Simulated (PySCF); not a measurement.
Compound: CH7NOSi2.
SMILES: `O=CN([SiH3])[SiH3]`

Computed with PySCF 2.14.0, density-fitted response routines, TDDFT PBE0/def2-SVPD, vertical, gas phase, core orbitals frozen in the response. Geometry: PBE0-D3(BJ)/def2-SVP; no solvent, vibrations or thermal averaging. Torsions of this conformer, `[O:1]=[CH:2][N:3]([SiH3:4])[SiH3:5]`: O1–C2–N3–Si4 179°.

```csv
state,E (eV),λ (nm),f,|μ| (D),"main configurations (H = HOMO, L = LUMO)"
S1,5.52,224.7,0.0003,0.13,H→L (96%)
S2,6.70,185.0,0.020,0.88,"H-1→L (57%), H→L+1 (38%)"
S3,6.73,184.3,0.0008,0.18,H-1→L+1 (96%)
S4,7.18,172.6,0.091,1.83,"H→L+1 (56%), H-1→L (31%)"
S5,7.55,164.3,0.033,1.08,H-1→L+2 (89%)
S6,7.59,163.2,0.045,1.26,"H→L+2 (80%), H→L+3 (9%)"
S7,7.65,162.1,0.0078,0.52,H-1→L+3 (87%)
S8,7.80,159.0,0.0004,0.12,H-1→L+4 (89%)
S9,7.81,158.7,0.0018,0.25,"H→L+3 (73%), H-1→L+5 (13%)"
S10,7.92,156.5,0.023,0.87,"H→L+4 (70%), H→L+5 (13%), H→L+6 (9%)"
```

Triplets, Tamm–Dancoff:

```json
{"state": "T1", "E (eV)": "4.97", "λ (nm)": "249.2", "main configurations (H = HOMO, L = LUMO)": "H→L (95%)"}
{"state": "T2", "E (eV)": "5.32", "λ (nm)": "233.1", "main configurations (H = HOMO, L = LUMO)": "H-1→L (88%)"}
{"state": "T3", "E (eV)": "6.49", "λ (nm)": "191.1", "main configurations (H = HOMO, L = LUMO)": "H-1→L+1 (95%)"}
{"state": "T4", "E (eV)": "6.73", "λ (nm)": "184.1", "main configurations (H = HOMO, L = LUMO)": "H→L+1 (96%)"}
```

The lowest singlet lies at 5.52 eV (225 nm, ultraviolet) and is dark (f under 0.0005); its leading configuration is HOMO→LUMO (96%). The strongest level in the table is S4 at 7.18 eV (173 nm, f = 0.091). S1 has the pattern of n→π* at C=O. Orbital energies (eV): HOMO-3 -9.99, HOMO-2 -9.79, HOMO-1 -8.21, HOMO -8.10, LUMO -0.33, LUMO+1 -0.14, LUMO+2 0.38. Weighted by f, the mean energy of these states is 7.37 eV. The oscillator strengths of these states sum to 0.224; summed over the whole spectrum of an exact calculation they would give the number of electrons, 56 (Thomas–Reiche–Kuhn). No computed singlet lies in the visible range (380 to 750 nm); the lowest, at 225 nm, stands 2.25 eV above its violet end (3.26 eV). The vertical ionisation energy (ΔSCF) is 10.17 eV, 2.25 eV above S10. The window holds the lowest 10 singlets.

On an Arm Neoverse V1 with one thread, no GPU, shared host, this took 94 s.
